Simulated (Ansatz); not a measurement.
cis-Zr(PH3)2Cl4 (ZrP₂H₆Cl₄). Total charge 0; singlet. Geometry PBE-D4/def2-SVP.

Cartesian coordinates in Å:
```
Cl 3.0374 0.7846 1.3195
Cl 0.1709 -0.7748 3.3094
Cl 1.1706 -2.1070 0.0343
Cl -0.3831 2.1087 1.1008
P -1.8391 -0.8008 0.4703
P 1.0838 0.7994 -1.5592
Zr 0.8065 0.0023 1.1633
H -2.2247 -2.1685 0.6265
H -2.2894 -0.6344 -0.8792
H -2.9560 -0.1838 1.1155
H -0.0210 0.6268 -2.4544
H 2.0816 0.1810 -2.3755
H 1.3626 2.1664 -1.8712
```

In the def2 sets Zr takes a core potential; there is no spin–orbit coupling. LC-ωPBE has ω = 0.4 bohr⁻¹.

Task: Estimate the orbital energies around the gap (eV) in Ansatz with PBE-D4/def2-SVP, r2SCAN-D4/def2-TZVP, B97M-V/def2-TZVP, PBE0-D4/def2-TZVP, LC-ωPBE/def2-TZVP.

Result: 
| orbital | PBE-D4/def2-SVP | r2SCAN-D4/def2-TZVP | B97M-V/def2-TZVP | PBE0-D4/def2-TZVP | LC-ωPBE/def2-TZVP |
| --- | --- | --- | --- | --- | --- |
| HOMO−13 | -9.59 | -10.05 | -10.12 | -11.19 | -14.26 |
| HOMO−12 | -9.10 | -9.58 | -9.65 | -10.63 | -13.57 |
| HOMO−11 | -8.95 | -9.50 | -9.60 | -10.56 | -13.44 |
| HOMO−10 | -8.44 | -8.93 | -9.05 | -9.97 | -12.86 |
| HOMO−9 | -8.40 | -8.91 | -9.00 | -9.94 | -12.83 |
| HOMO−8 | -8.38 | -8.87 | -8.99 | -9.91 | -12.79 |
| HOMO−7 | -8.34 | -8.85 | -8.93 | -9.90 | -12.78 |
| HOMO−6 | -8.20 | -8.70 | -8.79 | -9.73 | -12.59 |
| HOMO−5 | -7.98 | -8.53 | -8.66 | -9.57 | -12.41 |
| HOMO−4 | -7.41 | -7.94 | -8.05 | -8.91 | -11.64 |
| HOMO−3 | -7.26 | -7.80 | -7.92 | -8.79 | -11.52 |
| HOMO−2 | -7.19 | -7.73 | -7.84 | -8.72 | -11.44 |
| HOMO−1 | -6.96 | -7.42 | -7.56 | -8.33 | -10.94 |
| HOMO | -6.93 | -7.38 | -7.53 | -8.30 | -10.89 |
| LUMO | -3.11 | -3.22 | -3.26 | -2.57 | -0.45 |
| LUMO+1 | -2.68 | -2.82 | -2.82 | -2.15 | 0.00 |
| LUMO+2 | -2.42 | -2.53 | -2.57 | -1.86 | 0.29 |
| LUMO+3 | -1.02 | -1.24 | -1.25 | -0.62 | 1.45 |
| LUMO+4 | -0.91 | -0.82 | -1.06 | -0.30 | 1.71 |
| LUMO+5 | -0.64 | -0.78 | -0.94 | -0.18 | 1.91 |
